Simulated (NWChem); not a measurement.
Species: AlH2OCl; SMILES [OH][AlH][Cl]

```xyz
5

Al    -0.5793     0.6087     0.0000
H     -2.1439     0.6903     0.0000
Cl     0.4180    -1.2441     0.0000
O      0.3066     2.0498     0.0000
H      1.2591     2.1544     0.0000
```
Atoms are numbered in this order, from 1.

Results from NWChem. Pople sets run with spherical d functions. All runs use the structure optimised with PBE0/def2-SVP. Atomic charges in e: unrestrained fits to the electrostatic potential beside Mulliken populations; buried atoms are poorly determined by the fit.

For level Hartree-Fock/6-31G*:

```yaml
ESP Al1: 1.08
Mulliken Al1: 0.97
ESP O4: -0.85
Mulliken O4: -0.95
```

### Question
Estimate the same quantities for level B3LYP/def2-SVP.

### Answer
The ESP Al1 comes out as 0.86 and the Mulliken Al1 is 0.70. The ESP O4 is -0.70. The Mulliken O4 comes out as -0.44.
